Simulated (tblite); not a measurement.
Species: C2H4F4PSi (doublet state).
SMILES with atom numbers: `[F:1][CH2:2][Si@H:3]([PH:4])[C:5]([F:6])([F:7])[F:8]` (hydrogens: H9, H10 on C2; H11 on Si3; H12 on P4)

Computed with GFN2-xTB (tblite), gas phase: L-BFGS steps from a force-field or distance-geometry start until the largest atomic force falls under 0.01 eV/Å.

Step 8: E = -801.2852 eV
```
atom  x, y, z in Å  |  force x, y, z in eV/Å
F1     -2.2207   -1.2114    0.3478   -0.067  -0.044  -0.005
C2     -0.8840   -1.2293    0.0075   -0.043   0.040   0.010
Si3    -0.1788    0.5334    0.3560   -0.056   0.084  -0.022
P4     -1.1729    2.0871   -0.8892    0.091  -0.263   0.118
C5      1.7143    0.3088   -0.0823   -0.067   0.023   0.016
F6      2.2935   -0.6635    0.6491   -0.034  -0.028   0.069
F7      1.9169   -0.0355   -1.3690   -0.053   0.022  -0.083
F8      2.4391    1.4176    0.1318    0.026   0.110   0.009
H9     -0.4219   -2.0219    0.5985    0.032  -0.004   0.070
H10    -0.8420   -1.5168   -1.0465    0.029   0.031  -0.041
H11    -0.2233    0.7770    1.8073    0.108  -0.084  -0.071
H12    -2.4190    1.5539   -0.5370    0.034   0.114  -0.068
```

Step 9: E = -801.2902 eV
```
atom  x, y, z in Å  |  force x, y, z in eV/Å
F1     -2.2276   -1.2259    0.3441   -0.036   0.019   0.003
C2     -0.8891   -1.2280    0.0097   -0.034   0.023   0.000
Si3    -0.1770    0.5358    0.3599   -0.105   0.033  -0.032
P4     -1.1683    2.0815   -0.8962    0.102  -0.239   0.116
C5      1.7173    0.3143   -0.0835   -0.167   0.013   0.044
F6      2.2871   -0.6614    0.6532    0.000   0.023  -0.001
F7      1.9118   -0.0314   -1.3715   -0.002   0.025  -0.024
F8      2.4430    1.4234    0.1310    0.021   0.035  -0.011
H9     -0.4259   -2.0204    0.5986    0.061  -0.016   0.101
H10    -0.8424   -1.5178   -1.0430    0.038   0.052  -0.069
H11    -0.2091    0.7673    1.8132    0.095  -0.069  -0.069
H12    -2.4186    1.5619   -0.5414    0.028   0.099  -0.058
```

Step 10: E = -801.2944 eV
```
atom  x, y, z in Å  |  force x, y, z in eV/Å
F1     -2.2341   -1.2377    0.3409    0.003   0.065   0.004
C2     -0.8939   -1.2270    0.0117   -0.015  -0.018  -0.005
Si3    -0.1774    0.5380    0.3628   -0.103  -0.061  -0.012
P4     -1.1623    2.0723   -0.9002    0.095  -0.147   0.055
C5      1.7177    0.3193   -0.0839   -0.192   0.011   0.045
F6      2.2814   -0.6589    0.6566    0.013   0.071  -0.060
F7      1.9071   -0.0272   -1.3737    0.025   0.031   0.044
F8      2.4462    1.4287    0.1300   -0.011  -0.044  -0.027
H9     -0.4284   -2.0189    0.6005    0.060   0.001   0.097
H10    -0.8420   -1.5176   -1.0411    0.039   0.067  -0.060
H11    -0.1951    0.7577    1.8167    0.080  -0.052  -0.042
H12    -2.4179    1.5707   -0.5463    0.006   0.074  -0.039
```

Step 11: E = -801.2981 eV
```
atom  x, y, z in Å  |  force x, y, z in eV/Å
F1     -2.2394   -1.2461    0.3384    0.036   0.087   0.000
C2     -0.8981   -1.2268    0.0133    0.011  -0.058  -0.006
Si3    -0.1798    0.5386    0.3653   -0.067  -0.149   0.026
P4     -1.1552    2.0615   -0.9022    0.066  -0.028  -0.032
C5      1.7150    0.3238   -0.0837   -0.149   0.011   0.024
F6      2.2766   -0.6555    0.6583    0.011   0.090  -0.087
F7      1.9034   -0.0232   -1.3747    0.025   0.032   0.084
F8      2.4481    1.4322    0.1288   -0.056  -0.089  -0.029
H9     -0.4293   -2.0173    0.6038    0.040   0.022   0.071
H10    -0.8407   -1.5158   -1.0406    0.034   0.068  -0.030
H11    -0.1819    0.7486    1.8184    0.061  -0.038   0.000
H12    -2.4174    1.5796   -0.5511   -0.012   0.052  -0.020
```

Problem. Estimate the geometry and energy of step 12. (The exact step hangs on the optimiser's Hessian estimate; all steps are aligned on step 11, rigid shifts and turns removed.)

Solution. E = -801.3012 eV, largest force 0.192 eV/Å
```
atom  x, y, z in Å  |  force x, y, z in eV/Å
F1     -2.2434   -1.2516    0.3363    0.053   0.089  -0.004
C2     -0.9014   -1.2279    0.0146    0.035  -0.077  -0.003
Si3    -0.1833    0.5363    0.3680   -0.026  -0.181   0.057
P4     -1.1478    2.0512   -0.9044    0.026   0.062  -0.100
C5      1.7098    0.3278   -0.0831   -0.066   0.005  -0.005
F6      2.2726   -0.6510    0.6583    0.004   0.070  -0.075
F7      1.9005   -0.0191   -1.3740    0.003   0.023   0.077
F8      2.4485    1.4337    0.1272   -0.098  -0.080  -0.017
H9     -0.4292   -2.0154    0.6081    0.015   0.027   0.037
H10    -0.8390   -1.5129   -1.0408    0.027   0.052  -0.001
H11    -0.1693    0.7398    1.8197    0.041  -0.029   0.043
H12    -2.4170    1.5884   -0.5558   -0.015   0.039  -0.009
```

The energy changes by -0.0032 eV. The first-order estimate −F·Δx gives -0.0044 eV and the mean of the old and new forces, exact on a quadratic surface, -0.0032 eV. The step makes an angle of 63° with the force vector and moves no atom by more than 0.015 Å.

What follows is the cost of the whole relaxation. Hardware: one thread, Arm Neoverse V2 (aarch64), shared host. Cost: 0.36 s wall.
